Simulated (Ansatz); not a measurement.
Basis-set extrapolation for `F[Si](F)(F)S[Si](F)(F)F` (PBE0-D4/def2-TZVP geometry, frozen core, Ansatz). Multiplicity 1, RHF reference.

|  | def2-TZVPP | def2-QZVPP |
| --- | --- | --- |
| HF | -1572.846109 | -1572.906024 |
| MP2 correlation | -1.875209 | -2.057245 |
| CCSD(T) correlation | -1.948838 | not run |

Energies in hartree. Use E(X) = E(∞) + A·exp(−7.88·√X) for Hartree–Fock and E(X) = E(∞) + B·X^(−2.97) for correlation, with X = 3 and 4, and add CCSD(T) minus MP2 of the smaller set to the MP2 limit.

**Question.** What is the CCSD(T) energy at the basis-set limit?

**Answer.** HF limit: -1572.906024 + (-0.059915) × 0.13774 = -1572.91428. MP2 limit: -2.057245 + (-0.182036) × 0.74074 = -2.19209. Higher-order term: -1.948838 − (-1.875209) = -0.07363. Total: -1575.18000 hartree, 1011.0 kJ/mol below CCSD(T)/def2-TZVPP.
